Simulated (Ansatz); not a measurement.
Basis-set series for C₂HAlCl₂, SMILES `C#[C][Al]([Cl])[Cl]`. The species carries charge 0 and has multiplicity 1. Geometry: relaxed with PBE0-D4/def2-TZVP.

Cartesian coordinates in Å:
```
C -0.015 -0.232 -1.905
C -0.008 -0.088 -0.705
Al 0.008 0.140 1.161
Cl 1.045 1.719 2.020
Cl -1.010 -1.181 2.395
H -0.021 -0.358 -2.965
```

| functional | basis | functions | energy (Eh) | HOMO (eV) | LUMO (eV) |
| --- | --- | --- | --- | --- | --- |
| PBE0-D4 | def2-TZVPP | 202 | -1239.28949 | -8.68 | -1.67 |
| PBE0-D4 | def2-QZVPP | 354 | -1239.32798 | -8.70 | -1.70 |
| ωB97M-V | def2-TZVPP | 202 | -1239.71919 | -10.93 | 0.14 |
| ωB97M-V | def2-QZVPP | 354 | -1239.75550 | -10.96 | 0.07 |

Task: Give the rows for def2-SVP. (An estimate is asked.)

Result: Computed: 
```csv
functional,basis,functions,energy (Eh),HOMO (eV),LUMO (eV)
PBE0-D4,def2-SVP,87,-1238.80091,-8.61,-1.57
ωB97M-V,def2-SVP,87,-1239.23182,-10.83,0.31
```

Positive LUMOs are unbound and depend on the basis.
